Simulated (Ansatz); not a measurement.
Abridged output of a molecular run in Ansatz:

```
Functional definition: HF
  name "HF"
  cite "Fock, Z. Phys. 61, 126 (1930) doi:10.1007/BF01340294"
  parent pbe
  exchange = exact_x
  correlation = 0
1704 factors; integrals over basis functions are off by at most 7.1e-4 eV
mean field evaluation 1: about -13583.0732 eV, gradient 4.4e1 eV
mean field evaluation 2: about -13583.3748 eV, gradient 4.4e1 eV
mean field evaluation 4: about -13587.7908 eV, gradient 4.9e0 eV
mean field evaluation 8: about -13587.8645 eV, gradient 3.0e-1 eV
mean field -13587.86478423 eV, -499.3448206349 hartree, gradient 2.4e-6 eV, S^2 0.000000; 0 other end points of the search recorded, 0 dependent functions left out
9 core orbitals not correlated: weight in the atoms' cores, before any rotation towards them, 1.000 or more for the frozen orbitals, at most 0.000 for the correlated occupied ones
reference -13587.86478423 eV, -499.3448206349 hartree; 16, 16 occupied and 267, 267 virtual orbitals, 1704 factors
second order -25.19911115 eV of doubles, -0.00000000 eV of singles
cycle   1  -25.81893891 eV  change   -6.2e-1 eV  update   1.0e-1
cycle   2  -26.45251375 eV  change   -6.3e-1 eV  update   3.0e-2
cycle   3  -26.57988446 eV  change   -1.3e-1 eV  update   1.4e-2
cycle   4  -26.56986788 eV  change    1.0e-2 eV  update   3.0e-3
cycle   5  -26.56975766 eV  change    1.1e-4 eV  update   1.3e-3
cycle   6  -26.57019002 eV  change   -4.3e-4 eV  update   3.4e-4
cycle   7  -26.56997365 eV  change    2.2e-4 eV  update   1.3e-4
cycle   8  -26.56993637 eV  change    3.7e-5 eV  update   4.2e-5
cycle   9  -26.56994605 eV  change   -9.7e-6 eV  update   1.6e-5
perturbative correction -0.97326310 eV, -0.0357667592 hartree
Total energy: -13615.40799338 eV, -500.3570149018 hartree
```

Its atoms:

```xyz
14

N    -1.093   -0.233    1.842
C    -0.159    0.786    1.401
C    -0.029    0.746   -0.100
O     0.526   -0.502   -0.478
Si    0.659   -0.967   -2.048
H    -0.749   -1.143    1.561
H    -1.168   -0.240    2.851
H     0.850    0.693    1.835
H    -0.546    1.771    1.682
H    -1.022    0.870   -0.553
H     0.618    1.564   -0.442
H    -0.672   -0.971   -2.716
H     1.234   -2.332   -2.033
H     1.551   -0.042   -2.803
```

Which basis set was used?
A. def2-TZVPP
B. def2-QZVPP
C. cc-pV(D+d)Z
D. def2-SVP

A. It gives 292 functions.

Write the keys of the input that set method, charge and spin (a neutral closed shell needs none for the last two).


```yaml
correlation: {method: ccsd_t}
```
